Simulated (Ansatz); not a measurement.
The Mg1–H2 bond of H2Mg (SMILES [MgH2]) is stretched (multiplicity 1, the rest rigid).
Geometry at rest (charge 0, multiplicity 1):
```xyz
3

Mg     0.00000     0.00000     0.00000
H      0.00000     0.00000    -1.69978
H      0.00000     0.00000     1.69978
```

Frozen-core correlation.

Codes used: Ansatz (a first-principles code) with Gaussian orbitals. Each number belongs to the level named beside it.

FIC-MRCISD+Q on CASSCF(2,2)/def2-TZVPP, total energies (hartree):

| R (Å) | CASSCF | MRCISD | weight c² of the reference |
|---|---|---|---|
| 1.700 | -200.746808 | -200.802589 | 0.96155 |
| 2.975 | -200.680489 | -200.725522 | 0.96289 |
| 5.439 | -200.648048 | -200.688601 | 0.96066 |

### Question
Add the Davidson correction (E_MRCISD − E_CASSCF)(1 − c²)/c² and give the energies above the first point at the three levels.

### Answer

Corrections (hartree): -0.002231, -0.001736, -0.001661. Above the first point (kcal/mol):
- R = 2.975 Å: CASSCF 41.6, MRCISD 48.4, with the correction 48.7
- R = 5.439 Å: CASSCF 62.0, MRCISD 71.5, with the correction 71.9
